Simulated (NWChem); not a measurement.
Species: CBr2F2; SMILES BrC(F)(Br)F

```xyz
5

F      0.0000    -1.0845    -1.4498
C      0.0000     0.0000    -0.6724
F      0.0000     1.0845    -1.4498
Br     1.6195     0.0000     0.4352
Br    -1.6195     0.0000     0.4352
```
Atoms are numbered in this order, from 1.

Computed with NWChem. Pople sets run with spherical d functions. Structure relaxed at the PBE-D3(BJ)/def2-SVP level. Vzz is the largest principal value of the second derivative of the potential at the nucleus (NWChem prints the opposite sign); η is the asymmetry. Non-relativistic.

Q: Order these runs by computing time, cheapest first, and give rough ratios: CAM-B3LYP/cc-pVTZ; PBE0/def2-SVP; PBE0/def2-TZVP.

A: PBE0/def2-SVP (1), PBE0/def2-TZVP (3), CAM-B3LYP/cc-pVTZ (60). Ratios are rough, from one shared machine; the cheapest took around 19 core-seconds (rough). What differs between the cheapest and the dearest: Vzz Br5 (a.u.) 7.821 → 8.128; η Br5 0.00 → 0.01.
